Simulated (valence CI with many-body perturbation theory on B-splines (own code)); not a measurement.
Hyperfine factors and g values of Se

Calculated by relativistic CI+MBPT: six valence electrons over a frozen Dirac-Fock core [Ar] 3d10, a basis of 9 s, 9 p, 8 d, 6 f, 3 g, 1 h functions for each j, with the one-electron correlation potential Σ1, the two-electron term Σ2, the three-electron term Σ3, Breit, model QED; selected CI, second order for the rest, scaled by the run's own slope (own B-spline code, finite nucleus).

Set against measurement, 24 paired levels are off by 203 cm⁻¹ on average, the worst by 344. These come from a selection out of the NIST Handbook of Basic Atomic Spectroscopic Data. Levels without a partner in it may be off by more. Among the levels kept, up to 1600 cm⁻¹ of a level comes from second order outside the variational space, and about a tenth of that is noise between levels of different J, which matters for small intervals.

A/g_I is the dipole constant over the nuclear g factor μ/I (μ in nuclear magnetons, uniformly magnetised nucleus), B/Q the quadrupole constant per barn. Both hold the static response of the core; the bare values leave it out. Large factors of s and p1/2 electrons are usually good to 5 to 10 %; those of open d and f shells near neutrality can be off by tens of per cent, and small factors of p3/2, d and f electrons come from cancelling terms and can be off by a factor of two or in sign, in half-filled shells by more. B is blank for J = 1/2, where it vanishes, and for nearly pure S terms. Energies count from the lowest level. Levels with J = 0 are left out.

```csv
Level,E (cm⁻¹),g,A/g_I (MHz),A/g_I bare,B/Q (MHz/b),B/Q bare
4s2 4p4 3P_2,0.0,1.492,484,400,905,774
4s2 4p4 3P_1,1959,1.501,-117,-143,-451,-384
4s2 4p4 1D_2,9595,1.009,1010,920,-1890,-1610
4s2 4p3 5s 5S°_2,47984,1.998,372,275,,
4s2 4p3 5s 3S°_1,50852,1.993,-251,-345,,
4s2 4p3 5p 5P_1,58933,2.490,-47.2,-152,4.50,3.75
4s2 4p3 5p 5P_2,58985,1.826,31.8,-32.3,-64.6,-56.0
4s2 4p3 5p 5P_3,59047,1.665,11.8,-35.9,60.2,51.6
4s2 4p3 5p 3P_1,60320,1.503,76.4,16.1,-38.5,-33.0
4s2 4p3 5p 3P_2,60382,1.502,17.1,-38.2,80.4,68.9
4s2 4p3 5s 3D°_1,61673,0.535,337,335,312,268
4s2 4p3 5s 3D°_2,61749,1.178,671,616,712,610
4s2 4p3 5s 3D°_3,62112,1.335,1090,974,-35.6,-29.5
4s2 4p3 4d 5D°_4,63035,1.499,-17.6,-50.6,-1.91,-8.04
4s2 4p3 4d 5D°_3,63115,1.497,-2.66,-37.2,0.122,-1.45
4s2 4p3 4d 5D°_2,63146,1.469,51.8,13.5,2.33,3.24
4s2 4p3 4d 5D°_1,63148,1.497,-6.40,-40.7,2.09,4.04
4s2 4p3 5s 1D°_2,63384,1.046,1020,917,-141,-120
4s2 4p3 4d 3D°_2,65025,1.164,69.2,44.1,28.2,23.4
4s2 4p3 4d 3D°_3,65069,1.332,10.3,-27.5,27.4,21.5
4s2 4p3 4d 3D°_1,65079,0.504,104,151,24.0,19.8
4s2 4p3 6s 5S°_2,65743,1.998,66.0,-8.60,,
4s2 4p3 6s 3S°_1,66349,1.994,-96.4,-204,,
```

(1) Take the isotope of mass number 79, with I = 7/2, μ = -1.018 μN and Q = 0.8 b. What is the hyperfine structure of 4s2 4p4 1D_2?

Results:

(1) From the table A = -293 MHz, B = -1510 MHz. Shifts from the centre of gravity in MHz: F = 3/2: 1830, F = 5/2: 1770, F = 7/2: 1310, F = 9/2: 72.8, F = 11/2: -2430.
